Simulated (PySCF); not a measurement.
PySCF input file for chlorosilylformaldehyde (CH₃ClOSi), SMILES C([SiH2]Cl)=O, KT2/pcSseg-1. Coordinates come from a B3LYP-D3(BJ)/def2-SVP optimisation. One conformer was computed; it need not be the lowest.

```python
import numpy as np
from pyscf import gto, scf, dft
from pyscf.prop.nmr import rks as nmr

mol = gto.M(
    atom='''
    O    -0.17736974    2.58615435    0.00000000
    C    -0.59269017    1.45105099   -0.00000000
    Si    0.67996790   -0.00295598    0.00000000
    Cl   -0.34594466   -1.81126279    0.00000000
    H    -1.69838828    1.23615495    0.00000000
    H     1.51749797    0.10057774   -1.22211186
    H     1.51749798    0.10057774    1.22211185
    ''',
    basis='pcSseg-1',
    charge=0,
    spin=0,
    max_memory=1600,
    verbose=3,
)
mf = dft.RKS(mol, xc='kt2')
mf.grids.level = 3
mf.conv_tol = 1e-10
mf.max_cycle = 100
mf.kernel()
n = nmr.NMR(mf)
n.verbose = 2
n.max_cycle_cphf = 60
sigma = n.kernel()
print('atom   isotropic/ppm   span/ppm')
for i, s in enumerate(sigma):
    w = np.linalg.eigvalsh((s + s.T) / 2)
    print(f'{mol.atom_symbol(i):2s}{i + 1:3d} {w.mean():14.3f} {w[2] - w[0]:11.3f}')
```

Log of the run:

```
converged SCF energy = -872.496803597307
atom   isotropic/ppm   span/ppm
O   1       -521.759    1819.376
C   2        -41.036     198.493
Si  3        408.033     134.379
Cl  4        997.563      79.145
H   5         19.728       9.151
H   6         26.373       8.968
H   7         26.373       8.968
```

The calculation finished and met its thresholds.

Cost: around 14 core-seconds (rough).
